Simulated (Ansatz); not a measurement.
The molecule OF, multiplicity 2 (the spin of the measured ground state).

The constants come from a fifth-degree fit in 1/R (seven points, main isotopes). In def2 and cc sets the state is the lowest found near the PBE0 minimum, followed along R.

Frozen-core correlation.

The values were computed with Ansatz (a first-principles code) with Gaussian orbitals. Each number belongs to the level named beside it.

Quantity: ω_e, from seven points a level.

Costs are ratios of core time to PBE/def2-TZVPP (roughly 2.4 s), for whole runs (searches for the state included, and forces where a run took them) on one shared machine, so rough; each error counts from the measured 1053 cm⁻¹ [Irikura, J. Phys. Chem. Ref. Data 36, 389 (2007)].

```tsv
level	basis functions	cost
SVWN5/def2-TZVPP	62	×0.8
PBE/def2-TZVPP	62	×1
PBE0/def2-TZVPP	62	×1
BHLYP/def2-TZVPP	62	×1
B3LYP/def2-TZVPP	62	×1
CAM-B3LYP/def2-TZVPP	62	×1
B2PLYP/def2-TZVPP	62	×2
r2SCAN/def2-TZVPP	62	×2
wB97M-V/def2-TZVPP	62	×2
wB97X-V/def2-TZVPP	62	×3
B97M-V/def2-TZVPP	62	×3
```

Question: Which is the cheapest listed level whose error stays within 11 cm⁻¹?

Answer: none of those listed.

Each error (cm⁻¹): SVWN5/def2-TZVPP 109; PBE/def2-TZVPP 36; PBE0/def2-TZVPP 116; BHLYP/def2-TZVPP 132; B3LYP/def2-TZVPP 63; CAM-B3LYP/def2-TZVPP 110; B2PLYP/def2-TZVPP 61; r2SCAN/def2-TZVPP 64; wB97M-V/def2-TZVPP 113; wB97X-V/def2-TZVPP 127; B97M-V/def2-TZVPP 66.
